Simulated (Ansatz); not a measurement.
One change: `BC1BNC1` becomes `B1CCN1`.

Ansatz, PBE0-D4/def2-TZVP geometries, multiplicity 1. 

```
                                                                                  property  `BC1BNC1`
                                            size of the dipole moment (PBE/def2-TZVPP) / D       2.58
                                                     LUMO energy (ωB97M-V/def2-TZVPP) / eV       0.85
ideal-gas entropy at 298 K and 1 bar (rigid rotor, harmonic PBE0-D4/def2-TZVP) / J/(mol·K)        303
                                                     HOMO energy (ωB97M-V/def2-TZVPP) / eV     -10.40
                                                   HOMO–LUMO gap (ωB97M-V/def2-TZVPP) / eV      11.24
                                                        HOMO energy (PBE0/def2-TZVPP) / eV      -8.08
```

(1) Give the same properties after the change, and the shifts. (Estimate.)

Results:

(1) The calculation gave: 
| property | `B1CCN1` | shift |
| --- | --- | --- |
| size of the dipole moment (PBE/def2-TZVPP) / D | 1.50 | -1.08 |
| LUMO energy (ωB97M-V/def2-TZVPP) / eV | 2.33 | 1.48 |
| ideal-gas entropy at 298 K and 1 bar (rigid rotor, harmonic PBE0-D4/def2-TZVP) / J/(mol·K) | 272 | -31 |
| HOMO energy (ωB97M-V/def2-TZVPP) / eV | -10.06 | 0.34 |
| HOMO–LUMO gap (ωB97M-V/def2-TZVPP) / eV | 12.39 | 1.15 |
| HOMO energy (PBE0/def2-TZVPP) / eV | -7.72 | 0.36 |

With PBE0 the HOMO rises by 0.36 eV and the LUMO rises by 1.59 eV, so the gap widens by about 1.23 eV. PBE moves the HOMO by 0.40 eV and ωB97M-V by 0.34 eV. The zero-point energy changes by -28.9 kJ/mol with -6 modes. Dipoles are sizes alone; their direction can turn.
